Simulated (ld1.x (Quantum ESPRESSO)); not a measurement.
silver (Ag), TM: configuration errors across variants

- Element: silver (Ag)
- Generator: ld1.x (Quantum ESPRESSO) 7.5
- Type: norm-conserving Troullier–Martins (Kleinman–Bylander form)
- Functional: PBEsol
- Relativity: scalar-relativistic
- Frozen core: [Ar] 3d10
- Valence charge: 19
- Reference configuration: 4s2 4p6 4d10 5s1 5p0
- Partial waves: 4s (bound): rc 1.60 bohr; 4d (bound): rc 1.20 bohr; 4p (bound): rc 1.10 bohr
- Local potential: the p channel
- Core correction: none

Occupied shells without a wave of their own: 5s. They enter only through the test configuration that unscreens the potential.

All-electron excitation energies from the reference (eV): (1) 4s2 4p6 4d10 5s0 5p0 7.745; (2) 4s2 4p6 4d9 5s0 5p0 29.859; (3) 4s2 4p6 4d8 5s0 5p0 66.041; (4) 4s2 4p6 4d9 5s1 5p0 13.164; (5) 4s2 4p5 4d10 5s1 5p0 65.194; (6) 4s1 4p6 4d10 5s1 5p0 101.972; (7) 4s2 4p6 4d9 5s1 5p1 8.607.

For the base: The 5s level has no wave, so the channel is fitted at the deeper level alone: the likely source of the large errors.

On the changes marked as counting shells twice: ld1.x takes every shell without a wave as core, so the model core holds the marked electrons as well and exchange and correlation see them twice. This cancels in the reference configuration, but the file is broken for other ones, and its errors say nothing about a proper core correction.

3 further variants failed, have other tests or another functional or relativity, and are left out.

The file “base” misses its own reference levels by 0.8 eV. The file “wave 4d (bound): rc 1.20 bohr becomes 4d (bound): rc 0.80 bohr” misses its own reference levels by 0.8 eV. The file “wave 4s (bound): rc 1.60 bohr becomes 4s (bound): rc 2.16 bohr” misses its own reference levels by 1.6 eV. The file “wave 4p (bound): rc 1.10 bohr becomes 4p (bound): rc 1.42 bohr” misses its own reference levels by 1.1 eV. The file “core correction a·sin(br)/r model core inside 0.94 bohr (5s counted twice)” misses its own reference levels by 0.8 eV.

Errors AE − PS in meV (a dash: test not solved or not reliable):

| change | (1) | (2) | (3) | (4) | (5) | (6) | (7) | bound ghosts |
| --- | --- | --- | --- | --- | --- | --- | --- | --- |
| base | -1123 | -1701 | -2365 | -16 | -14 | -186 | +49 | none |
| wave 4d (bound): rc 1.20 bohr becomes 4d (bound): rc 0.80 bohr | -1123 | -1693 | -2345 | -9.7 | -7.6 | -164 | +55 | none |
| wave 4s (bound): rc 1.60 bohr becomes 4s (bound): rc 2.16 bohr | -2172 | -3256 | -4502 | -106 | -105 | -491 | +22 | none |
| wave 4p (bound): rc 1.10 bohr becomes 4p (bound): rc 1.42 bohr | -1421 | -2138 | -2952 | -19 | -14 | -158 | +124 | none |
| core correction a·sin(br)/r model core inside 0.94 bohr (5s counted twice) | -1229 | -1953 | -2778 | -55 | -53 | -254 | +12 | none |

Question: Give the same row for: all radii scaled by about 1.24 (s 1.98, p 1.36, d 1.48 bohr).

Answer: -2739, -4195, -5871, -211, -213, -532, +17; bound ghosts: none.
